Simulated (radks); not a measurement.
Task: Yb4+, 66 electrons, occupied as [Xe] 4f12 (the NIST ground configuration). Calculated with a radial shooting solver on a logarithmic mesh with Libxc functionals: scalar-relativistic Kohn-Sham, PBEsol, spin-polarised, spherical densities, finite nucleus; open shells are filled with parallel spins first (spin-orbit coupling, left out, can overturn this in heavy ions); Fermi nuclear charge, rms radius 5.3108 fm. Some entries of the table are withheld. Estimate them.

| orbital | occ. | eigenvalue (eV) | r(max) (bohr) | <1/r> (bohr^-1) |
|---|---|---|---|---|
| 1s down | 1 | -61258.55 | 0.01238 | 80.59 |
| 1s up | 1 | -61258.55 | 0.01238 | 80.59 |
| 2s up | 1 | -10426.46 | 0.07061 | 18.79 |
| 2s down | 1 | -10426.43 | 0.07061 | 18.79 |
| 2p up | 3 | -9198.569 | 0.05757 | 17.26 |
| 2p down | 3 | -9198.543 | 0.05757 | 17.26 |
| 3s up | 1 | -2395.269 | 0.1995 | 6.940 |
| 3s down | 1 | -2394.261 | 0.1995 | 6.942 |
| 3p up | 3 | -2025.012 | 0.1967 | 6.462 |
| 3p down | 3 | -2024.004 | 0.1966 | 6.464 |
| 3d up | 5 | -1573.316 | 0.1603 | 6.120 |
| 3d down | 5 | -1572.543 | 0.1603 | 6.122 |
| 4s up | 1 | -517.2967 | 0.4549 | 2.941 |
| 4s down | 1 | -515.3220 | 0.4549 | 2.940 |
| 4p up | 3 | -395.4033 | 0.4759 | 2.686 |
| 4p down | 3 | -393.4711 | 0.4759 | 2.685 |
| 4d up | 5 | -234.8106 | 0.4900 | 2.381 |
| 4d down | 5 | -232.9239 | 0.4900 | 2.379 |
| 5s up | 1 | -103.9931 | 1.049 | 1.146 |
| 5s down | 1 | -103.1502 | 1.052 | 1.141 |
| 5p up | 3 | -73.9609 | 1.186 | (1) |
| 5p down | 3 | -73.3498 | 1.190 | (2) |
| 4f up | 7 | -58.0347 | 0.4759 | 1.849 |
| 4f down | 5 | -56.3060 | 0.4767 | 1.839 |
| 5d up | 0 | -38.5975 | 1.545 | 0.6981 |
| 5d down | 0 | -38.3163 | 1.555 | 0.6928 |
| 6s up | 0 | -34.1997 | (3) | (4) |
| 6s down | 0 | -34.0694 | (5) | (6) |

Result: 
(1) 5p up <1/r> (bohr^-1): 0.9763
(2) 5p down <1/r> (bohr^-1): 0.9708
(3) 6s up r(max) (bohr): 2.474
(4) 6s up <1/r> (bohr^-1): 0.4867
(5) 6s down r(max) (bohr): 2.483
(6) 6s down <1/r> (bohr^-1): 0.4852
